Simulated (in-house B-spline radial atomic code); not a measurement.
## RPA and G0W0 on LC-wPBE: Sc VII (Sc6+)

Configuration [Ne] 3s2 3p3, highest spin, mean-field start LC-wPBE. Computed with an all-electron radial atomic-structure program (B-spline basis): all electrons, scalar-relativistic (spin-free one-electron X2C), finite nucleus, each spin shell either full or empty, empty states to l = 9 with an (l + 1/2)⁻⁴ tail; G0W0 by contour deformation at full frequency.

Command:
```bash
python run_gw.py task.json out
```
Settings (radii: box in bohr, nucleus in fm):
```
Z                        21
electrons                15
configuration            [Ne] 3s2 3p3
hamiltonian              x2c
method                   lc_wpbe
lmax                     9
rms_radius               3.5459
spin_polarised           True
box_radius               9.29
intervals                68
```

Time taken, with all properties: 2 s on 1 thread of Arm Neoverse V1, with other jobs on the host.

Energies (hartree):

| term | value |
| --- | --- |
| mean-field total | -752.24739 |
| Hartree-Fock functional on these orbitals | -751.77112 |
| direct second order | -1.0328 |
| second-order exchange | 0.37437 |
| SOSEX correction | 0.34637 |

Q: What is the RPA correlation energy, and what remains with SOSEX?

A: RPA gives -0.92997 hartree (-1.69 eV per electron); RPA + SOSEX gives -0.58361, and the second-order doubles -0.65839 hartree (no singles). RPA lacks exchange-type terms and so overcorrelates at short range.

Quasi-particle levels (eV):

```tsv
level	occupied	mean field	Σx - vxc	Σc	QP weight	G0W0
3p up	yes	-132.00	-4.83	?	?	?
3s down	yes	-148.52	-1.50	-3.03	0.967	-153.06
2p down	yes	-501.07	-30.79	6.96	0.935	-524.90
3p down	no	-114.97	6.99	-3.23	0.964	-111.21
```

G0W0 = mean field + (Σx - vxc) + Σc, with Σc (partial-wave tail included) taken at the quasi-particle energy. Only the outer levels were computed. Levels of low weight are left out.

Q: Where does G0W0 put 3p up?

A: At -137.22 eV, with Σc = -0.38 eV and a quasi-particle weight of 0.965. The tabulated removal energy is 137.99 ± 0.25 eV (NIST, semi-empirical); the calculation leaves out spin-orbit coupling, Breit and QED terms, and what these don't explain is the method's own error.
